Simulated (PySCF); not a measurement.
Electric field gradients and quadrupole coupling constants

C₄H₁₂F₂OSi₂.
Z-matrix (Å and degrees, GFN2-xTB geometry), rows numbered from 1:
```
C 
C   1  1.5250
O   2  1.3886  1  109.41
Si  3  1.6337  2  128.71  1  -160.71
C   4  1.8864  3  101.80  2   168.32
Si  5  1.8921  4  112.90  3  -175.44
C   2  1.5320  1  110.26  3   119.95
F   7  1.3540  2  111.30  1    50.85
F   7  1.3542  2  110.74  1   168.26
H   1  1.0862  2  109.14  3    59.47
H   1  1.0873  2  109.64  3   -59.49
H   1  1.0861  2  110.48  3   179.79
H   2  1.0991  1  110.47  3  -121.53
H   4  1.4664  3  109.09  2    48.78
H   4  1.4629  3  111.43  2   -71.86
H   5  1.0895  4  109.50  3    62.73
H   5  1.0896  4  109.78  3   -53.29
H   6  1.4667  5  109.25  4  -179.55
H   6  1.4626  5  110.07  4   -59.68
H   6  1.4632  5  110.06  4    60.86
H   7  1.0994  2  112.19  1   -70.93
```

Field gradients from the PBE0/pcSseg-1 density (PySCF, non-relativistic), principal values in atomic units, ordered |Vxx| ≤ |Vyy| ≤ |Vzz|:

| atom | Vxx | Vyy | Vzz |
| --- | --- | --- | --- |
| O3 | -0.5438 | -1.1561 | 1.6999 |

Question: Find the asymmetry η = (Vxx − Vyy)/Vzz and the couplings χ = eQV/h (234.96 MHz × Q in barn × V in au), with Q(17O) = −0.0256 b.

Answer: 
| atom | environment | nucleus | η | χzz (MHz) | χxx (MHz) | χyy (MHz) |
| --- | --- | --- | --- | --- | --- | --- |
| O3 | silyl ether oxygen | 17O | 0.36 | -10.23 | 3.27 | 6.95 |

Question: What is Vzz at O3 in SI units (1 au = 9.71736 × 10²¹ V/m²)?

Answer: 1.6999 au = 16.519 × 10²¹ V/m².

Question: And the gradient at the other heavy atoms, for which no coupling is worked out here?

Answer: 
```
atom                  environment  Vzz (au)     η
  C1                methyl carbon     0.093  0.16
  C2   sp3 carbon bound to oxygen     0.348  0.30
 Si4         oxygen-bound silicon     0.505  0.20
  C5  sp3 carbon bound to silicon    -0.068  0.32
 Si6                 SiH3 silicon     0.089  0.05
  C7                  CHF2 carbon    -0.541  0.80
  F8      fluorine of a CF2 group     2.904  0.09
  F9      fluorine of a CF2 group     2.878  0.12
```

Were the hydrogens deuterons (Q(2H) = 0.00286 b), χzz would run from 105 kHz (H14) to 216 kHz (H16 and H17).

Geometry: GFN2-xTB, one conformer, isolated molecule. GFN2-xTB bond lengths can be off by several hundredths of an ångström, more for odd bonds, and the gradients follow them. The basis is small and wasn't made for field gradients, so the couplings can be 20 % off.
